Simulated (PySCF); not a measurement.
Vertical excitations of a molecule C5H7F from TDDFT-PBE/def2-SVPD (PySCF), as energy in eV (oscillator strength): 6.25 (0.097), 6.45 (0.020), 6.66 (0.002), 6.95 (0.048), 7.21 (0.057), 7.30 (0.024), 7.56 (0.026), 7.66 (0.010), 7.80 (0.007), 7.93 (0.038). Lowest triplet (TDA): 4.24 eV. Geometry optimised at PBE-D3(BJ)/def2-SVP. One conformer was computed; it need not be the lowest.

Identify the compound among the candidates.
A) C=C(C)C(=C)F
B) F[C@H]1C=CCC1
C) C=CC(F)C=C
D) C=C/C(F)=C\C

B, F[C@H]1C=CCC1
